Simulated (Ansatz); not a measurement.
Reaction (atomization): `C[NH][Al]([F])[Br]` → Al• + Br• + C• + F• + 4 H• + N•

Calculated with Ansatz (gas phase, PBE0-D4/def2-TZVP geometries, no zero-point term in ΔE). CCSD(T)/CBS is the MP2 limit (def2-TZVPP, def2-QZVPP) plus CCSD(T) − MP2 in def2-TZVPP, frozen cores. This one scheme is used for every species, atoms too. Functionals use def2-TZVPP. B3LYP here is the variant with VWN-RPA as its local correlation; programs differ in this. HSE06 is defined as in plane-wave codes. Open shells (•) are unrestricted, without spin–orbit coupling. Spin–orbit coupling would lower the free atoms: a little for Al, C, F; clearly for Br. Bonds to Br are less sure, by a few kJ/mol each and by 10 to 20 or more in all where they break to atoms, as the def2 sets lack core-valence functions. Scalar relativity is left out up to krypton. One conformer a species, not always the lowest.

`C[NH][Al]([F])[Br]`:

Cartesian coordinates in Å:
```
C -0.709 -0.873 -0.744
N 0.066 0.312 -0.429
Al 0.751 0.775 1.111
F 0.536 -0.197 2.418
Br 1.915 2.673 1.333
H -1.712 -0.623 -1.106
H -0.829 -1.488 0.149
H -0.220 -1.493 -1.504
H 0.202 0.912 -1.228
```

| level | ΔE (kJ/mol) | difference from CCSD(T)/CBS |
| --- | --- | --- |
| LDA (SPW92) | 3780.1 | 435.7 |
| PBE-D4 | 3376.0 | 31.6 |
| revPBE-D4 | 3286.1 | -58.3 |
| BLYP-D4 | 3314.8 | -29.6 |
| r2SCAN-D4 | 3333.6 | -10.8 |
| B97M-V | 3326.7 | -17.7 |
| r2SCANh-D4 | 3309.6 | -34.8 |
| r2SCAN0-D4 | 3275.1 | -69.3 |
| HSE06-D4 | 3316.2 | -28.2 |
| BHLYP-D4 | 3221.6 | -122.8 |
| CAM-B3LYP-D4 | 3338.0 | -6.4 |
| ωB97X-V | 3334.2 | -10.2 |
| ωB97M-V | 3330.4 | -14.0 |
| B2PLYP | 3293.7 | -50.7 |
| PBE-QIDH | 3302.0 | -42.4 |
| PBE | 3358.1 | 13.7 |
| revPBE | 3235.3 | -109.1 |
| BLYP | 3276.1 | -68.3 |
| r2SCAN | 3329.2 | -15.2 |
| PBE0 | 3298.8 | -45.6 |
| B3LYP | 3287.3 | -57.1 |
| r2SCANh | 3304.9 | -39.5 |
| r2SCAN0 | 3269.9 | -74.5 |
| HSE06 | 3301.8 | -42.6 |
| BHLYP | 3197.8 | -146.6 |
| CAM-B3LYP | 3322.3 | -22.1 |
| LC-ωPBE | 3317.6 | -26.8 |
| HF/def2-SVP | 2434.7 | -909.7 |
| MP2/def2-SVP | 3195.7 | -148.7 |
| CCSD/def2-SVP | 3098.6 | -245.8 |
| CCSD(T)/def2-SVP | 3128.4 | -216.0 |
| HF/def2-TZVPP | 2425.5 | -918.9 |
| SCS-MP2/def2-TZVPP | 3294.8 | -49.6 |
| CCSD/def2-TZVPP | 3191.3 | -153.1 |
| CCSD(T)/def2-TZVPP | 3240.7 | -103.7 |
| HF/def2-QZVPP | 2433.0 | -911.4 |
| MP2/def2-QZVPP | 3385.4 | 41.0 |
| SCS-MP2/def2-QZVPP | 3363.2 | 18.8 |
| HF/CBS(def2) | 2434.1 | -910.3 |
| CCSD/CBS(def2) | 3294.9 | -49.5 |
| CCSD(T)/CBS | 3344.4 | 0 |

Largest T1 diagnostic among the species: 0.018.

From r2SCAN to r2SCAN0 (25 % exact exchange), in def2-TZVPP and without D4, ΔE moves by −59.4 kJ/mol: exact exchange takes away binding that semilocal exchange gives to molecules. In def2-TZVPP, CCSD(T) changes the Hartree–Fock value by +815.3 kJ/mol (the triples alone add +49.4 kJ/mol) and MP2 by +897.9 kJ/mol; breaking electron pairs costs correlation energy, which Hartree–Fock lacks.

For atomizations the MP2-based limit and the directly extrapolated one differ by several kJ/mol either way, and by 10 to 25 for some Ge, Se and Sn compounds, so smaller differences from it don't rank the levels.
